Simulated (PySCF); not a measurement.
SeHI, SMILES [SeH]I.

Geometry: B3LYP-D3(BJ)/def2-TZVP. The def2 effective core potentials stand for the cores of I; spin–orbit coupling is left out.

Computed with r2SCAN/def2-TZVPD (PySCF).

The molecule is in vacuum.

```json
{
 "total_energy": "-2699.97766 hartree",
 "point_group": "Cs",
 "highest_occupied_level": "-5.95 eV",
 "lowest_empty_level": "-3.69 eV",
 "orbital_gap": "2.26 eV",
 "dipole_moment": "0.75 D",
 "quadrupole, principal values (traceless, Buckingham form, about the centre of nuclear charge)": "-5.51, -0.15, 5.65 D·Å",
 "mean_static_polarisability": "65.5 bohr³ (9.71 Å³)",
 "polarisability_principal_values": "54.5, 54.6, 87.6 bohr³"
}
```
